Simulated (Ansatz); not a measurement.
Q: Name a neutral molecule of C, Si and H with HOMO–LUMO gap (ωB97M-V/def2-TZVPP) between 11.35 and 11.65 eV and size of the dipole moment (ωB97M-V/def2-TZVPP) between 0.50 and 0.80 D (Ansatz, PBE0-D4/def2-TZVP geometry).

A: `[SiH3]C=C=C[SiH3]` (11.49 eV, 0.60 D); `C=C=C[SiH3]` (11.62 eV, 0.58 D); `C[SiH]1C=C1` (11.36 eV, 0.68 D); `C=C1CC1[SiH3]` (11.58 eV, 0.75 D); `C=C=C[SiH2]C` (11.64 eV, 0.73 D). Other molecules can fit too; these were computed, each in one conformer that needn't be the lowest.
